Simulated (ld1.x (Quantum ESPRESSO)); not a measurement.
**Ranking TM semilocal potentials for carbon (C)**

All share these settings but for the change named:

ld1.x (Quantum ESPRESSO) 7.5 input, shortened:

```
&input
   title='C', zed=6., rel=1, dft='PBE', iswitch=3,
   config='[He] 2s2 2p2'
 /
 &inputp
   pseudotype=1, tm=.true., lloc=0,
   nlcc=.true., new_core_ps=.true.
 /
2
2P  2  1   2.00   0.00  1.50  1.50  0.0
2S  1  0   2.00   0.00  0.90  0.90  0.0
 &test
   configts(1)='2s2 2p2'
 /
```

Test errors are all-electron minus pseudo excitation energies from the reference, over 2s2 2p1; 2s2 2p0; 2s1 2p0; 2s2 2p1.5; 2s2 2p2.3; 2s1 2p3; 2s1 2p2. None of these files shows a bound ghost.

The base gives 213.7 meV.

Of 8 variants that were run, those that failed, showed a ghost or another fault, or gave nearly equal values are left out.

A variant can come out equal or close to the base, since the largest error may sit in a test that the change hardly touches while other tests move.

Rank these variants by their largest absolute test error, smallest first.
A. core correction Bessel-smoothed model core inside 0.96 bohr
B. all radii but the core radius scaled by about 0.96 (s 0.86, p 1.44 bohr)
C. wave 2p (bound): rc 1.50 bohr becomes 2p (bound): rc 1.54 bohr

B (180.6 meV), C (232.1 meV), A (284.5 meV).
